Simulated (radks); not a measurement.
Q: Valence configurations of P II (all share [Ne]). Calculated with a radial shooting solver on a logarithmic mesh with Libxc functionals: non-relativistic Kohn-Sham, BLYP, spin-polarised, spherical densities, point nucleus; open shells are filled with parallel spins first. Order these by energy: 3s0.5 3p3.5; 3p4; 3s1.5 3p2.5; 3s1 3p3; 3s2 3p2.

A: From the lowest, in eV above it: 3s2 3p2 0.000; 3s1.5 3p2.5 3.329; 3s1 3p3 6.162; 3s0.5 3p3.5 12.386; 3p4 18.144. NIST lists [Ne] 3s2 3p2 as the ground configuration; this level of theory agrees among the configurations tried. The energies are those of spherical high-spin densities, not of single terms.
